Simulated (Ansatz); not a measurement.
Si19PH30, a doped nanocrystal cut from the lattice of silicon (P on an inner site), relaxed as a doublet with UKS PBE-D4/def2-SVP in Ansatz, starting from the force-field or lattice model geometry. Force threshold 0.03 eV/Å.

Single mean-field runs in def2-SVP are fitted with def2-universal-jkfit. The relaxation made no stability test and no search for a lower SCF solution.

Start:

```xyz
50

P    -0.912   -0.725   -0.140
Si    2.074    0.219    2.080
Si   -0.185    2.595    4.116
Si    0.066    2.959    0.294
Si   -3.157    1.619    1.875
Si    4.348   -2.143    0.084
Si    2.330    0.580   -1.730
Si    1.369   -3.097   -2.141
Si   -2.878    2.005   -1.896
Si   -0.651   -0.363   -3.944
Si    0.661    0.351    3.923
Si    2.900   -1.989    1.896
Si    0.924    0.752    0.135
Si   -2.317   -0.594    1.729
Si   -1.349    3.107    2.149
Si   -4.348    2.146   -0.070
Si   -0.084   -2.938   -0.305
Si    3.149   -1.603   -1.874
Si    0.194   -2.568   -4.127
Si   -2.067   -0.215   -2.087
H     3.185    1.127    2.258
H     0.929    3.503    4.285
H    -1.078    2.658    5.262
H     1.160    3.869    0.452
H    -0.668    3.292   -0.910
H    -4.045    1.690    3.032
H     5.462   -1.214    0.227
H     4.875   -3.520   -0.019
H     3.426    1.498   -1.569
H     1.596    0.926   -2.938
H     1.867   -4.465   -2.259
H    -1.826    2.892   -1.744
H    -3.647    2.305   -3.122
H     0.469    0.556   -3.797
H    -1.387   -0.022   -5.165
H     1.389    0.024    5.161
H    -0.461   -0.568    3.768
H     3.648   -2.304    3.124
H     1.801   -2.911    1.771
H    -1.584   -0.912    2.919
H    -3.429   -1.550    1.567
H    -1.914    4.458    2.247
H    -4.863    3.511    0.048
H    -5.444    1.239   -0.235
H     0.657   -3.268    0.919
H    -1.175   -3.866   -0.438
H     4.056   -1.725   -3.021
H     1.059   -2.681   -5.269
H    -0.926   -3.497   -4.274
H    -3.200   -1.145   -2.248
```

```
step   energy (eV)  largest force component (eV/Å)  SCF passes
   1  -159324.3120                           2.073          21
   2  -159325.8867                           0.692          29
   3  -159326.2782                           0.297          27
   4  -159326.4058                           0.329          25
   5  -159326.5155                           0.324          26
   6  -159326.6360                           0.263          26
   7  -159326.6842                           0.346          21
   8  -159326.7532                           0.394          25
   9  -159326.7885                           0.204          21
  10  -159326.7903                           0.130          21
  11  -159326.8143                           0.062          21
  12  -159326.8234                           0.041          20
  13  -159326.8295                           0.045          20
  14  -159326.8328                           0.052          20
  15  -159326.8353                           0.028          20
  16  -159326.8367                           0.028          20
```

Force components are those of the run's own axes.

End:

```xyz
50

P    -0.623   -0.949   -0.253
Si    1.959    0.464    2.067
Si   -0.160    2.817    4.356
Si    0.278    3.405    0.625
Si   -2.805    1.428    1.874
Si    4.025   -2.115    0.079
Si    2.276    0.804   -1.603
Si    1.286   -3.194   -2.278
Si   -2.680    1.806   -1.943
Si   -0.826   -0.729   -4.114
Si    0.859    0.711    4.139
Si    2.651   -1.781    1.958
Si    0.751    1.138    0.154
Si   -2.123   -0.794    1.455
Si   -1.317    3.198    2.347
Si   -4.026    2.065   -0.035
Si   -0.424   -3.245   -0.663
Si    2.860   -1.478   -1.868
Si    0.164   -2.852   -4.311
Si   -1.930   -0.419   -2.054
H     3.208    1.314    2.141
H     0.895    3.881    4.535
H    -1.090    2.858    5.544
H     1.456    4.197    1.153
H    -0.291    4.151   -0.554
H    -3.774    1.309    3.033
H     5.248   -1.244    0.247
H     4.476   -3.551   -0.032
H     3.588    1.481   -1.276
H     1.780    1.392   -2.900
H     2.055   -4.495   -2.296
H    -1.507    2.745   -1.980
H    -3.496    2.031   -3.194
H     0.223    0.341   -4.255
H    -1.881   -0.493   -5.168
H     1.867    0.472    5.238
H    -0.208   -0.347    4.264
H     3.405   -2.122    3.222
H     1.442   -2.680    1.901
H    -1.472   -1.470    2.632
H    -3.346   -1.587    1.067
H    -2.208    4.413    2.467
H    -4.525    3.482    0.101
H    -5.215    1.154   -0.228
H    -0.023   -3.904    0.628
H    -1.668   -3.920   -1.192
H     3.822   -1.559   -3.035
H     1.089   -2.901   -5.502
H    -0.920   -3.887   -4.490
H    -3.125   -1.342   -2.004
```

By distances, no bond broke or formed. The bond that changes most is P1–Si13, from 2.37 to 2.53 Å (atoms count from 1).

The force fell under the threshold at step 15, but the optimiser went on. No frequencies were taken in this run, so the end may be a saddle point.

It took 1.7 min on 4 threads of AMD EPYC 7R13 on a shared host and a share (37 GiB) of an NVIDIA H100 80GB HBM3, peak host memory 1.1 GiB.
